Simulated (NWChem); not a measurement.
BeHF; SMILES [BeH][F]

All runs: NWChem. The geometry was optimised at PBE-D3(BJ)/def2-SVP.

For level PBE0/STO-3G:

| Quantity | Result |
|---|---|
| highest occupied level (eV) | -8.08 |
| orbital gap (eV) | 11.17 |

Q: What are these values for level PBE0/def2-SVP?

A: highest occupied level (eV): -9.66
orbital gap (eV): 9.70
